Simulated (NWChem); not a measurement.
C3H3ClF2; SMILES [C@@H]1([C@H](F)[C@@H]1F)Cl

### Question
Give the equilibrium geometry at PBE-D3(BJ)/def2-SVP (NWChem) as a list of bonds and angles, with the point group.

### Answer
point group Cs; any orientation.
Bond lengths (Å): F1–C2 1.360, C2–C3 1.514, C2–C5 1.508, C2–H7 1.105, C3–F4 1.360, C3–C5 1.508, C3–H8 1.105, C5–Cl6 1.765, C5–H9 1.103. Angles (°): F1–C2–C3 118.7, F1–C2–C5 117.6, F1–C2–H7 113.6, C3–C2–C5 59.9, C3–C2–H7 118.1, C5–C2–H7 118.9, C2–C3–F4 118.7, C2–C3–C5 59.9, C2–C3–H8 118.1, F4–C3–C5 117.6, F4–C3–H8 113.6, C5–C3–H8 118.9, C2–C5–C3 60.3, C2–C5–Cl6 121.8, C2–C5–H9 114.3, C3–C5–Cl6 121.8, C3–C5–H9 114.3, Cl6–C5–H9 114.1.
